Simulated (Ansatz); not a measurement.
All numbers were calculated with Ansatz.

A structure relaxed at PBE0-D4/def2-TZVP, charge 0, multiplicity 1:

Cartesian coordinates in Å:
```
F 0.6131 2.0181 0.3512
C -0.0172 1.2186 -0.6215
Si 1.3119 0.2967 -1.6070
Si -1.3063 0.1153 0.2391
Si -0.3281 -1.2644 1.8574
H -0.5495 1.8950 -1.3036
H 2.0624 -0.6155 -0.7074
H 2.2502 1.2670 -2.2259
H 0.6338 -0.4955 -2.6670
H -2.3415 0.9813 0.8676
H -1.9572 -0.7077 -0.8190
H -1.3978 -2.0108 2.5732
H 0.4348 -0.4529 2.8410
H 0.5913 -2.2454 1.2218
```

Question: Give its formula and SMILES.

Answer: CH9FSi3, `FC([SiH3])[SiH2][SiH3]`.

Question: Point group (tolerance 0.08 Å, 0.16 Å for H)?

Answer: C1.

Question: Summarise the bond lengths by kind.

Answer: 1 × C–F 1.408 Å; 2 × C–Si 1.894 to 1.903 Å; 1 × C–H 1.098 Å; 8 × H–Si 1.485 to 1.490 Å; 1 × Si–Si 2.341 Å.
